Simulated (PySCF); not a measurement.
C2H2N, SMILES [CH2]C#N, multiplicity 2.

The structure is a stationary point at PBE0-D3(BJ)/def2-TZVP. The isomer is the one that the SMILES or the coordinates give; other isomers of the formula were not compared.

Two levels are set side by side: PBE/def2-TZVPD (PySCF) and M06-2X/def2-TZVPD (PySCF). Same geometry, gas phase. Differences are taken from unrounded values.

| quantity | M06-2X | PBE | PBE minus M06-2X |
|---|---|---|---|
| α-spin orbital gap (eV) | 9.04 | 5.62 | -3.42 |
| β-spin orbital gap (eV) | 8.39 | 3.69 | -4.70 |
| dipole moment (D) | 3.62 | 3.41 | -0.21 |
| mean polarisability (bohr³) | 29.8 | 30.9 | 1.2 |

Loosely held outer electrons make PBE densities more polarisable. Differences between two approximate levels are no errors against the true value.

Rough cost on one machine, each run with all the roots and properties that it gave: M06-2X against PBE about 2 times.
